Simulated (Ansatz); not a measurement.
CH₉BN₂Si (`NBC(N)[SiH3]`), relaxed with RKS PBE-D4/def2-SVP in Ansatz from a rough embedded geometry. The force threshold is 0.03 eV/Å; the program also tests the step.

Charge 0, multiplicity 1.

Start:

```xyz
14

N     1.270   -0.394    2.030
B     0.090   -0.575    1.148
C     0.132   -0.067   -0.338
N    -0.080   -1.214   -1.343
Si   -1.259    1.166   -0.620
H     1.447    0.705    2.092
H     2.100   -0.789    1.597
H    -0.891   -1.125    1.518
H     1.141    0.438   -0.598
H     0.789   -1.854   -1.172
H     0.035   -0.852   -2.259
H    -1.202    1.664   -2.040
H    -1.052    2.343    0.336
H    -2.518    0.555   -0.351
```

Problem. By how much does the energy fall, and how many steps does the optimiser take? (Estimate.)

Solution. The calculation gave: 43.89 kcal/mol, in 18 steps, 3 of them rejected.

Problem. Which bonds change most? (Best estimate.)

Solution. Ansatz gave: N1–H6 from 1.115 to 1.019 Å; N1–B2 from 1.484 to 1.403 Å; Si5–H14 from 1.425 to 1.503 Å; C3–N4 from 1.541 to 1.467 Å.

Problem. Give the relaxed structure. (An estimate is asked.)

Solution. Computed: 
```xyz
14

N     1.033    0.008    1.955
B     0.265   -0.660    0.990
C     0.275   -0.226   -0.530
N    -0.233   -1.259   -1.440
Si   -0.986    1.210   -0.595
H     0.991   -0.218    2.948
H     1.660    0.787    1.742
H    -0.455   -1.572    1.364
H     1.275    0.214   -0.795
H     0.283   -2.140   -1.329
H    -0.125   -0.976   -2.421
H    -1.273    1.558   -2.036
H    -0.427    2.440    0.078
H    -2.281    0.833    0.068
```
